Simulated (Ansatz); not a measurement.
A nudged elastic band was laid between two geometries of C₂H₉PSi (13 atoms, charge 0, multiplicity 1).

The calculation used RHF/def2-SVPD (Ansatz 0.2.0).

```yaml
movable_images: 7
climbing_image: yes
spring: 5.0 eV/Å²
optimiser: quadratic models (default)
start_path: through a guess of the saddle point
force_threshold: 0.05 eV/Å
iteration_limit: 60
end_points: relaxed
```

Image 0:

```xyz
13
Properties=species:S:1:pos:R:3
C -1.225 0.149 1.259
C -0.163 -0.864 0.815
Si 1.130 -0.206 -0.403
P 0.138 0.404 -2.369
H -1.914 -0.294 1.979
H -1.822 0.503 0.416
H -0.773 1.023 1.732
H -0.643 -1.736 0.361
H 0.378 -1.240 1.689
H 1.875 0.927 0.203
H 2.101 -1.277 -0.741
H 1.302 0.921 -2.983
H -0.364 1.655 -1.943
```

Image 8:

```xyz
13
Properties=species:S:1:pos:R:3
C -1.184 0.200 1.419
C -0.238 -0.806 0.751
Si 1.096 -0.056 -0.367
P 0.142 1.080 -2.106
H -1.906 -0.308 2.061
H -1.747 0.776 0.683
H -0.636 0.910 2.041
H -0.813 -1.527 0.161
H 0.279 -1.395 1.515
H 1.910 0.934 0.385
H 1.998 -1.131 -0.853
H 1.343 1.340 -2.805
H -0.225 -0.052 -2.870
```

Question: Which bonds break or form, and what moves?

Answer: No bond is made or broken. The height of P4 over the plane of its neighbours goes from -0.81 to 0.81 Å.

Question: What energy profile does the band end with?

Answer: The forces met the threshold. The highest image is number 3 of 0 to 8, 1.03 eV above the ends, which have the same energy within 2 meV. The profile has 2 maxima (images 3, 6) with wells between them (image 5): this band takes more than one step, which may be the mechanism or a detour left from its start path. A vibrational analysis at the climbing image gives one clearly imaginary mode, 774i cm⁻¹: a first-order saddle point.

```json
{"image": "0", "path coordinate (Å)": "0.00", "energy (eV)": "0.00", "height of P4 over the plane of its neighbours (Å)": "-0.81"}
{"image": "1", "path coordinate (Å)": "0.57", "energy (eV)": "0.02", "height of P4 over the plane of its neighbours (Å)": "-0.80"}
{"image": "2", "path coordinate (Å)": "1.14", "energy (eV)": "0.21", "height of P4 over the plane of its neighbours (Å)": "-0.61"}
{"image": "3", "path coordinate (Å)": "1.71", "energy (eV)": "1.03", "height of P4 over the plane of its neighbours (Å)": "-0.01"}
{"image": "4", "path coordinate (Å)": "2.58", "energy (eV)": "0.05", "height of P4 over the plane of its neighbours (Å)": "0.75"}
{"image": "5", "path coordinate (Å)": "3.45", "energy (eV)": "0.04", "height of P4 over the plane of its neighbours (Å)": "0.81"}
{"image": "6", "path coordinate (Å)": "4.32", "energy (eV)": "0.06", "height of P4 over the plane of its neighbours (Å)": "0.82"}
{"image": "7", "path coordinate (Å)": "5.20", "energy (eV)": "0.03", "height of P4 over the plane of its neighbours (Å)": "0.82"}
{"image": "8", "path coordinate (Å)": "6.07", "energy (eV)": "0.00", "height of P4 over the plane of its neighbours (Å)": "0.81"}
```

Question: What is the geometry of the highest image?

Answer: 
```xyz
13
Properties=species:S:1:pos:R:3
C -1.235 0.097 1.299
C -0.144 -0.866 0.818
Si 1.197 -0.087 -0.262
P 0.466 0.786 -2.166
H -1.956 -0.413 1.940
H -1.787 0.521 0.458
H -0.815 0.925 1.874
H -0.591 -1.694 0.262
H 0.366 -1.311 1.680
H 1.895 0.962 0.521
H 2.159 -1.113 -0.726
H 0.738 0.205 -3.395
H -0.274 1.953 -2.288
```

Time of the run: 6.5 min on 2 threads of Intel(R) Xeon(R) 6975P-C (Granite Rapids) (shared host), peak memory 0.47 GiB.
